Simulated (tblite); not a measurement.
A geometry optimisation, step by step.

Species: C5H13OPSi2.
Numbering: `[CH2:1]=[CH:2][CH2:3][O:4][Si@@H:5]1[CH2:6][CH2:7][SiH2:8][PH:9]1` (hydrogens: H10, H11 on C1; H12 on C2; H13, H14 on C3; H15 on Si5; H16, H17 on C6; H18, H19 on C7; H20, H21 on Si8; H22 on P9)

Computed with GFN2-xTB (tblite), gas phase: L-BFGS steps from a force-field or distance-geometry start until the largest atomic force falls under 0.01 eV/Å. 6 of its 204 geometries are shown.

Step 0: E = -744.1877 eV, largest atomic force 3.827 eV/Å
```
atom  x, y, z in Å  |  force x, y, z in eV/Å
C1      4.383    0.049    0.674   -1.187   0.646   0.023
C2      3.380   -0.439   -0.065    1.795  -0.043   0.770
C3      2.092    0.262   -0.083   -0.281   0.974   0.186
O4      1.022   -0.513    0.370   -1.489   0.555  -0.034
Si5    -0.372    0.417    0.288    1.745   0.085  -0.938
C6     -1.871   -0.235    1.093    0.157  -1.459   3.535
C7     -2.814   -0.856    0.149   -2.584  -0.998   0.219
Si8    -3.213    0.345   -1.228    0.437   0.146  -0.775
P9     -1.086    0.735   -1.804    0.624  -0.071  -1.282
H10     5.349   -0.392    0.764    0.221  -0.148  -0.075
H11     4.194    0.980    1.239    0.391  -0.660  -0.308
H12     3.582   -1.358   -0.597   -0.547   0.060  -0.179
H13     1.827    0.691   -1.065    0.269  -0.267  -0.074
H14     2.148    1.135    0.609    0.281  -0.285  -0.407
H15    -0.045    1.753    0.837   -0.070  -0.075  -0.028
H16    -1.531   -1.053    1.808   -0.310   0.736  -0.468
H17    -2.347    0.510    1.801    0.346  -0.608  -1.118
H18    -2.508   -1.831   -0.293    0.153   0.673   0.498
H19    -3.768   -1.067    0.718    0.708  -0.143  -0.470
H20    -3.972   -0.261   -2.314   -0.110   0.003  -0.049
H21    -3.764    1.610   -0.758   -0.097   0.053   0.030
H22    -0.697   -0.463   -2.544   -0.454   0.828   0.945
```

Step 41: E = -745.1158 eV, largest atomic force 0.118 eV/Å
```
atom  x, y, z in Å  |  force x, y, z in eV/Å
C1      4.417   -0.111    0.722    0.038   0.007   0.012
C2      3.304   -0.437    0.093    0.018  -0.038  -0.006
C3      2.170    0.506   -0.146    0.000  -0.007   0.027
O4      0.992   -0.027    0.410   -0.046   0.042  -0.033
Si5    -0.462    0.669    0.240   -0.081   0.004   0.066
C6     -1.756   -0.425    1.124   -0.045  -0.014   0.027
C7     -2.850   -0.916    0.171   -0.002  -0.018   0.035
Si8    -3.173    0.305   -1.271   -0.067  -0.062   0.074
P9     -1.121    0.934   -1.888    0.049   0.007  -0.048
H10     5.216   -0.819    0.869   -0.042   0.023   0.006
H11     4.580    0.884    1.107   -0.002  -0.045  -0.044
H12     3.137   -1.442   -0.270    0.019   0.002  -0.007
H13     2.013    0.661   -1.224    0.023  -0.030   0.001
H14     2.382    1.481    0.305   -0.043   0.006   0.025
H15    -0.452    2.025    0.813    0.008   0.015   0.014
H16    -1.303   -1.271    1.645    0.026   0.073  -0.057
H17    -2.222    0.196    1.891    0.051   0.001  -0.025
H18    -2.547   -1.873   -0.264    0.019   0.035  -0.008
H19    -3.764   -1.116    0.733    0.004  -0.009  -0.031
H20    -3.902   -0.352   -2.357    0.024  -0.021  -0.028
H21    -3.918    1.487   -0.831    0.017   0.021   0.028
H22    -0.751   -0.341   -2.274    0.032   0.009  -0.028
```

Step 81: E = -745.1413 eV, largest atomic force 0.055 eV/Å
```
atom  x, y, z in Å  |  force x, y, z in eV/Å
C1      4.394   -0.229    0.659    0.005   0.002  -0.019
C2      3.198   -0.513    0.179   -0.014  -0.001   0.006
C3      2.145    0.505   -0.128   -0.015  -0.002   0.001
O4      0.908    0.061    0.368   -0.001   0.017   0.016
Si5    -0.514    0.827    0.254    0.028   0.033  -0.017
C6     -1.762   -0.320    1.134    0.029   0.029  -0.001
C7     -2.711   -0.994    0.144    0.002   0.006   0.004
Si8    -3.189    0.205   -1.268   -0.019  -0.004   0.016
P9     -1.249    1.156   -1.847    0.043   0.026   0.023
H10     5.120   -0.997    0.865    0.005  -0.007  -0.015
H11     4.704    0.785    0.849   -0.019  -0.004   0.013
H12     2.895   -1.534   -0.005    0.008   0.005   0.000
H13     2.059    0.651   -1.215    0.008  -0.012  -0.005
H14     2.397    1.472    0.322   -0.018  -0.006  -0.009
H15    -0.445    2.167    0.862   -0.005  -0.040   0.015
H16    -1.254   -1.068    1.743    0.010   0.005  -0.003
H17    -2.341    0.301    1.816   -0.019   0.005   0.000
H18    -2.210   -1.860   -0.294   -0.002  -0.010  -0.010
H19    -3.590   -1.374    0.666   -0.011  -0.011  -0.005
H20    -3.816   -0.494   -2.392    0.007  -0.002   0.006
H21    -4.056    1.272   -0.759   -0.024  -0.008  -0.021
H22    -0.693   -0.002   -2.357    0.003  -0.023   0.006
```

Step 122: E = -745.1554 eV, largest atomic force 0.032 eV/Å
```
atom  x, y, z in Å  |  force x, y, z in eV/Å
C1      4.326   -0.294    0.551   -0.001   0.003  -0.020
C2      3.110   -0.565    0.118    0.011   0.002  -0.008
C3      2.065    0.468   -0.163   -0.001  -0.001   0.002
O4      0.867    0.107    0.475    0.007   0.016  -0.008
Si5    -0.530    0.926    0.409    0.002   0.009  -0.001
C6     -1.819   -0.227    1.212    0.000   0.000  -0.018
C7     -2.612   -1.003    0.160    0.004  -0.007  -0.003
Si8    -3.076    0.125   -1.317    0.010  -0.005  -0.008
P9     -1.222    1.329   -1.694   -0.028  -0.014   0.005
H10     5.051   -1.068    0.733   -0.001  -0.012   0.003
H11     4.652    0.718    0.726   -0.003   0.007   0.004
H12     2.788   -1.584   -0.047   -0.003   0.004   0.003
H13     1.884    0.537   -1.247   -0.001   0.000   0.015
H14     2.388    1.456    0.185   -0.002  -0.015   0.013
H15    -0.416    2.224    1.087    0.004  -0.005   0.004
H16    -1.350   -0.912    1.919   -0.007  -0.002  -0.003
H17    -2.502    0.402    1.784   -0.007  -0.009  -0.008
H18    -1.996   -1.825   -0.215   -0.003   0.010   0.017
H19    -3.495   -1.458    0.611    0.006   0.010   0.000
H20    -3.454   -0.658   -2.497    0.008   0.002   0.019
H21    -4.152    1.050   -0.949    0.005   0.006  -0.006
H22    -0.518    0.273   -2.243    0.000   0.000   0.001
```

Step 162: E = -745.1596 eV, largest atomic force 0.017 eV/Å
```
atom  x, y, z in Å  |  force x, y, z in eV/Å
C1      4.301   -0.391    0.413    0.013   0.005   0.003
C2      3.039   -0.584    0.084   -0.006  -0.004   0.002
C3      2.035    0.511   -0.094    0.000  -0.001   0.002
O4      0.827    0.153    0.524   -0.002  -0.009   0.007
Si5    -0.559    0.994    0.472    0.000   0.006  -0.012
C6     -1.863   -0.156    1.250    0.001   0.011   0.006
C7     -2.563   -1.012    0.196    0.002  -0.003   0.004
Si8    -2.985    0.015   -1.365   -0.011   0.000  -0.011
P9     -1.258    1.420   -1.625    0.007  -0.003   0.003
H10     4.993   -1.208    0.521   -0.008   0.004  -0.007
H11     4.698    0.598    0.577    0.001  -0.002   0.003
H12     2.647   -1.579   -0.071   -0.009   0.000  -0.006
H13     1.850    0.678   -1.167    0.001   0.007   0.002
H14     2.401    1.451    0.332    0.016   0.001  -0.007
H15    -0.417    2.278    1.171   -0.007   0.004   0.004
H16    -1.424   -0.785    2.024   -0.007  -0.003  -0.009
H17    -2.599    0.481    1.740   -0.008   0.007   0.004
H18    -1.899   -1.829   -0.095    0.012  -0.012  -0.003
H19    -3.456   -1.474    0.620   -0.005  -0.003  -0.008
H20    -3.156   -0.850   -2.537    0.004   0.002   0.010
H21    -4.188    0.828   -1.160    0.002   0.002   0.011
H22    -0.431    0.481   -2.212    0.002  -0.009   0.001
```

Step 203: E = -745.1656 eV, largest atomic force 0.009 eV/Å
```
atom  x, y, z in Å  |  force x, y, z in eV/Å
C1      4.236   -0.507    0.259   -0.005  -0.003  -0.006
C2      2.942   -0.543    0.006    0.002   0.002   0.005
C3      2.034    0.646    0.058    0.005   0.000  -0.005
O4      0.827    0.303    0.685    0.003   0.004  -0.002
Si5    -0.596    1.057    0.498    0.003   0.002  -0.001
C6     -1.896   -0.107    1.264    0.002   0.000  -0.001
C7     -2.512   -1.032    0.214    0.000   0.003  -0.003
Si8    -2.893   -0.076   -1.401   -0.004   0.002  -0.001
P9     -1.149    1.305   -1.670    0.002   0.000  -0.002
H10     4.852   -1.387    0.192   -0.004   0.003   0.002
H11     4.735    0.408    0.530   -0.005  -0.002   0.004
H12     2.447   -1.467   -0.259    0.004   0.002  -0.001
H13     1.823    0.992   -0.967    0.000  -0.001   0.005
H14     2.503    1.475    0.601   -0.002  -0.009  -0.001
H15    -0.576    2.388    1.119   -0.005   0.001  -0.004
H16    -1.474   -0.688    2.083   -0.001  -0.004   0.002
H17    -2.678    0.521    1.690    0.001   0.002   0.000
H18    -1.803   -1.832   -0.013   -0.004   0.000   0.002
H19    -3.407   -1.512    0.612    0.006  -0.003   0.004
H20    -3.038   -0.991   -2.537    0.004   0.001   0.000
H21    -4.094    0.753   -1.254    0.000  -0.004   0.002
H22    -0.293    0.314   -2.114   -0.002   0.004   0.001
```

**Question.** Summarise the path.

**Answer.** The energy falls by 0.9779 eV from step 0 to step 203; nine tenths of that is first reached at step 26. It falls at every step. The largest force goes from 3.827 to 0.009 eV/Å. Among the bonds Si5–C6 changes most, from 1.822 to 1.906 Å; the atoms move by 0.766 Å rms after alignment.

**Question.** Follow the three bonds and two angles with the largest change from start to end.

**Answer.** 
```
step  E above end (eV)  largest force (eV/Å)  Si5–C6 (Å)  P9–H22 (Å)  C6–C7 (Å)  C3–O4–Si5 (°)  O4–Si5–C6 (°)
   0            0.9779                 3.827       1.822       1.461      1.471          108.2          117.6
   9            0.2288                 0.455       1.901       1.407      1.525          112.9          113.2
  18            0.1485                 0.252       1.908       1.394      1.527          116.7          113.7
  26            0.0931                 0.177       1.920       1.392      1.531          121.6          112.5
  35            0.0625                 0.104       1.912       1.387      1.531          124.0          110.7
  44            0.0440                 0.059       1.911       1.385      1.531          124.3          106.9
  53            0.0406                 0.038       1.909       1.383      1.530          124.4          106.0
  62            0.0374                 0.043       1.909       1.384      1.531          125.1          105.0
  71            0.0315                 0.067       1.910       1.383      1.530          125.3          105.5
  79            0.0252                 0.064       1.912       1.383      1.529          126.6          105.0
  88            0.0223                 0.029       1.908       1.383      1.528          126.6          104.9
  97            0.0206                 0.036       1.907       1.383      1.528          127.0          104.6
 106            0.0178                 0.054       1.907       1.382      1.528          126.5          104.8
 115            0.0126                 0.064       1.908       1.382      1.528          125.6          104.9
 124            0.0099                 0.024       1.907       1.382      1.528          126.1          105.0
 132            0.0094                 0.017       1.906       1.383      1.528          126.2          105.0
 141            0.0087                 0.041       1.905       1.382      1.528          126.1          104.8
 150            0.0069                 0.020       1.905       1.382      1.528          126.3          105.1
 159            0.0062                 0.019       1.905       1.382      1.528          126.2          105.0
 168            0.0054                 0.028       1.905       1.382      1.529          125.7          105.1
 177            0.0044                 0.034       1.907       1.383      1.529          126.0          105.7
 185            0.0025                 0.035       1.906       1.382      1.528          126.2          105.9
 194            0.0005                 0.020       1.906       1.383      1.528          126.3          105.7
 203            0.0000                 0.009       1.906       1.382      1.528          126.1          105.6
```

What follows is the cost of the whole relaxation. The run took 2.0 s of wall time on one thread of an Arm Neoverse V2, shared host with 192 logical CPUs at a one-minute load of 47.
